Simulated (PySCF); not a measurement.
NMR data simulated for an unnamed compound:

1H NMR (400 MHz, computed): δ 6.38 (m, 1H), 5.69 (m, 1H), 5.47 (m, 1H), 4.94 (d, 2H), 4.50 (s, 3H), 2.56 (s, 3H).

13C{1H} NMR (computed): δ 157.0 (C), 143.5 (CH), 139.0 (C), 125.8 (CH2), 60.3 (CH2), 13.5 (CH3).

Theoretical values (PySCF 2.14.0 with density-fitted response routines): shieldings: GIAO PBE0/pcSseg-1, coordinates at the GFN2-xTB level. A single conformation, non-relativistic Hamiltonian, gas phase, fast rotation and ring inversion assumed for equivalent nuclei.

Shifts are taken against calculated references (same method and geometry level): 1H (σref 31.72), 13C (σref 186.93) against TMS.

Task: Which of these does the molecule contain: a heteroaromatic ring, a nitrile, a tert-butyl group, a carboxylic acid, a vinyl group CH=CH2, a Si–H bond?

Result: 
- A heteroaromatic ring: yes.
- A nitrile: no.
- A tert-butyl group: no.
- A carboxylic acid: no.
- A vinyl group CH=CH2: yes (δC 125.8, 143.5; δH 5.47 (m), 5.69 (m), 6.38 (m)).
- A Si–H bond: yes (δH 4.50 (s)).

The data belong to `C=CCn1nc(C)c([SiH3])n1`, C₆H₁₁N₃Si; they needn't prove each group on their own.

Carbon signals by region: 4 in the sp2 and nitrile region (100–160 ppm), 1 at 50–100 ppm, 1 below 50 ppm.

Shifts are as computed. Against solution values, carbons near 30 ppm lie about +3 ppm off and those near 130 ppm about +5 ppm. Of 1211 compounds with measured shifts, 218 miss one by over three times the rms of a fit or turn the order of signals round; such compounds aren't used in these exercises. No couplings were computed; multiplicities are counted from neighbouring protons, with m where these are inequivalent, close in shift, in a saturated or five-membered ring or joined by F or P, and br s for small geminal =CH2 splittings.
